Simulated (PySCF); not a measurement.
Unknown compound

The spectra below were simulated for a compound C$_{5}$H$_{10}$F$_{2}$.

$^{1}$H NMR (600 MHz, computed): δ 5.80 (m, 1H), 1.03 (s, 9H).

$^{13}$C{$^{1}$H} NMR (computed): δ 127.4 (CH), 38.6 (C), 24.3 (CH3).

[PySCF: σ from GIAO-PBE0/pcSseg-1; GFN2-xTB geometry; no relativistic terms; one averaged value for each set of equivalent atoms; no solvent model; one computed conformer]

δ = σ(ref) − σ, references computed at the same level: $^{1}$H (31.72 ppm), $^{13}$C (186.93 ppm) against TMS.

Problem. Deduce the structure.

Solution. 
- The formula gives 0 degrees of unsaturation.
- 3 carbon signals for 5 carbons: some carbons are equivalent by symmetry or fast rotation.
- Carbon types of the structure: 1 × C, 1 × CH, 3 × CH3, which accounts for all hydrogens.
- δC 127.4: sp3 CH bonded to 2 F; 2 electronegative neighbours deshield it.
- δC 38.6: quaternary sp3 carbon; a saturated carbon with 4 carbon neighbours and no heteroatom attached.
- δC 24.3: methyl carbon; a saturated carbon with 1 carbon neighbour and no heteroatom attached.
- δH 5.80: hydrogen on an sp3 CH bonded to 2 F; its carbon carries F, which withdraws density.
- δH 1.03: hydrogen on a methyl carbon; far from electronegative atoms and π systems.

These data were computed for (CH3)3CCHF2 (CC(C)(C)C(F)F).

The shifts were computed for this structure.

Splittings by $^{19}$F in the carbon and heteronuclear signals aren't shown, as no couplings were computed. Shifts are as computed. Against solution values, carbons near 30 ppm lie about +3 ppm off and those near 130 ppm about +5 ppm. Of 1211 compounds with measured shifts, 218 miss one by over three times the rms of a fit or turn the order of signals round; such compounds aren't used in these exercises. No couplings were computed; multiplicities are counted from neighbouring protons, with m where these are inequivalent, close in shift, in a saturated or five-membered ring or joined by F or P, and br s for small geminal =CH2 splittings.
